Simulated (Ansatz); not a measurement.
The first iterations of a band of H4OSeZn (7 atoms, charge 0, multiplicity 1).

Theory: RKS B3LYP/def2-SVP in Ansatz.

| Quantity | Value |
| --- | --- |
| movable images | 7 |
| climbing image | yes |
| spring | 5.0 eV/Å² |
| optimiser | quadratic models (default) |
| start path | straight line |
| force threshold | 0.03 eV/Å |
| iteration limit | 60 |
| end points | relaxed |

Initial state:

```xyz
7
Properties=species:S:1:pos:R:3
Zn 0.278 -0.593 1.105
H 0.428 -0.343 2.606
O 0.308 -1.199 -0.611
H -0.005 2.323 -0.630
Se -1.208 1.486 -0.454
H 0.794 -2.004 -0.830
H -0.596 0.330 -1.185
```

Final state:

```xyz
7
Properties=species:S:1:pos:R:3
Zn -0.353 -0.418 -0.606
H 1.136 1.491 1.580
O 1.236 -0.455 0.220
H 1.053 2.079 2.060
Se -2.323 -0.267 -1.773
H 1.253 -0.938 1.057
H -2.002 -1.492 -2.538
```

| iteration | highest image above the first end (eV) | largest band force component (eV/Å) |
| --- | --- | --- |
| 1 | 21.801 | 66.796 |
| 2 | 8.672 | 23.176 |
| 3 | 4.781 | 12.848 |
| 4 | 2.714 | 6.750 |
| 5 | 1.732 | 3.650 |
| 6 | 1.428 | 1.932 |
| 7 | 1.190 | 3.648 |
| 8 | 1.082 | 0.605 |
| 9 | 0.899 | 0.604 |
| 10 | 0.694 | 0.991 |

Question: Does the band converge within its limit, and where does its top end?

Answer: The run converged. It ended after 32 iterations with the highest image 1.009 eV above the first end. Neighbouring images differ by up to 1.4 eV, so the band resolves the path poorly. Another band between the same ends (7 images) ends at a top of the same energy, where a vibrational analysis finds 1 clearly imaginary mode. The orbitals stay closed-shell, which can raise the energy where a bond breaks towards radicals; this wasn't checked here.

Time of the run: 3.6 min on 2 threads of AMD EPYC 9R45 96-Core Processor (Zen 5) (shared host), peak memory 0.24 GiB.
